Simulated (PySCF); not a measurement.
Isomers of C5H9ClO2, one GFN2-xTB conformer each. Single-point energies are computed at PBE0/pcSseg-1 (PySCF, gas phase, no added dispersion term), electronic only.

```
            SMILES  GFN2-xTB relative energy (kJ/mol)
CC[C@H](OC)C(=O)Cl                                0.0
      C=C(Cl)COCCO                               89.2
```

Conformers: `[CH3:1][CH2:2][C@H:3]([O:4][CH3:5])[C:6](=[O:7])[Cl:8]` with C1–C2–C3–O4 64°, C2–C3–O4–C5 167°, C2–C3–C6–O7 113°; `[CH2:1]=[C:2]([Cl:3])[CH2:4][O:5][CH2:6][CH2:7][OH:8]` with C1–C2–C4–O5 1°, C2–C4–O5–C6 180°, C4–O5–C6–C7 -178°, O5–C6–C7–O8 64°, C6–C7–O8–H -51°.

Task: What does PBE0/pcSseg-1 give for the same structures?

Result: 
| SMILES | PBE0/pcSseg-1 E (Eh) | PBE0/pcSseg-1 (kJ/mol) | GFN2-xTB (kJ/mol) | point group |
| --- | --- | --- | --- | --- |
| CC[C@H](OC)C(=O)Cl | -805.98685 | 0.0 | 0.0 | C1 |
| C=C(Cl)COCCO | -805.94750 | 103.3 | 89.2 | C1 |

Both levels put the same isomer lowest. As drawn, the lower has a C=O bond, which the higher lacks; the higher has an O–H bond and a C=C bond outside aromatic rings, which the lower lacks.

Task: Which frontier levels, dipoles and rotational constants go with these structures?

Result: 
```json
{"SMILES": "CC[C@H](OC)C(=O)Cl", "HOMO (eV, PBE0/pcSseg-1)": "-7.91", "LUMO (eV)": "-1.14", "dipole (D)": "2.48", "A, B, C (MHz)": "2040, 1357, 1025"}
{"SMILES": "C=C(Cl)COCCO", "HOMO (eV, PBE0/pcSseg-1)": "-7.52", "LUMO (eV)": "-0.07", "dipole (D)": "1.36", "A, B, C (MHz)": "4905, 624.3, 577.9"}
```
